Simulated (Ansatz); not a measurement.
Relaxation of F3HSi (5 atoms, charge 0, multiplicity 1), to a largest force component of 0.03 eV/Å in at most 50 steps.

All numbers below come from RKS PBE0-D4/def2-SVP in Ansatz.

```xyz
5
Properties=species:S:1:pos:R:3
Si 0.157 0.000 0.179
H 0.371 0.000 1.606
F 1.714 0.000 -0.105
F -0.561 1.281 -0.444
F -0.561 -1.281 -0.444
```

Task: Where does it end, and by what steps?

Result: The forces met the threshold. After 4 steps the energy has fallen by 0.288 eV; H2 moved furthest, 0.21 Å.

| step | energy less start (eV) | largest force component (eV/Å) | accepted |
| --- | --- | --- | --- |
| 0 | 0.0000 | 1.281 | yes |
| 1 | -0.2465 | 0.504 | yes |
| 2 | -0.2579 | 1.646 | yes |
| 3 | -0.2867 | 0.263 | yes |
| 4 | -0.2879 | 0.017 | yes |

```xyz
5
Properties=species:S:1:pos:R:3
Si 0.222 0.000 0.208
H 0.167 0.000 1.672
F 1.736 0.000 -0.305
F -0.502 1.293 -0.391
F -0.502 -1.293 -0.391
```

Whether the end is a true minimum wasn't checked by a vibrational analysis.

Time of the run: 7.1 s on 1 thread of Intel(R) Xeon(R) Platinum 8488C (Sapphire Rapids), with other jobs on the host, peak memory 0.13 GiB.
